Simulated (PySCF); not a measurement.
C2H8N2Sn (SMILES C=[CH][SnH]([NH2])[NH2]), singlet, geometry from GFN2-xTB (such geometries of metal compounds can be far from the true shape) (core potentials on Sn).

Input for PySCF:
```python
from pyscf import gto, scf, dft

mol = gto.M(
    atom='''
Sn    0.192210    0.088000   -0.232559
N     1.908628   -0.891074    0.202515
N     0.621616    1.921072    0.517324
C    -1.614425   -0.569580    0.736004
C    -2.601998   -1.194850    0.129189
H     0.064054   -0.057660   -1.929854
H     1.854462   -1.898542    0.139587
H     2.267174   -0.675973    1.123621
H    -0.020334    2.656044    0.252801
H     1.549933    2.244001    0.279592
H    -1.670692   -0.362845    1.795867
H    -3.486664   -1.513629    0.661887
H    -2.581616   -1.414822   -0.925593
''',
    basis='def2-sv(p)',
    ecp={'Sn': 'def2-sv(p)'},
    charge=0,
    spin=0,
    verbose=4,
    max_memory=1800,
)

mf = dft.RKS(mol)
mf.xc = 'pbe'
mf = mf.density_fit(auxbasis='def2-universal-jkfit')
mf.kernel()
```

Question: What HOMO-LUMO gap does PySCF with DF-PBE/def2-SV(P) give?

Answer: 4.05 eV

Question: Give the HOMO energy at the level DF-PBE/def2-SV(P).

Answer: -5.22 eV

Question: Give the nuclear repulsion energy at the level DF-PBE/def2-SV(P).

Answer: 267.8030 Eh

Question: Roughly what does it cost on one core?

Answer: around 25 core-seconds (rough).
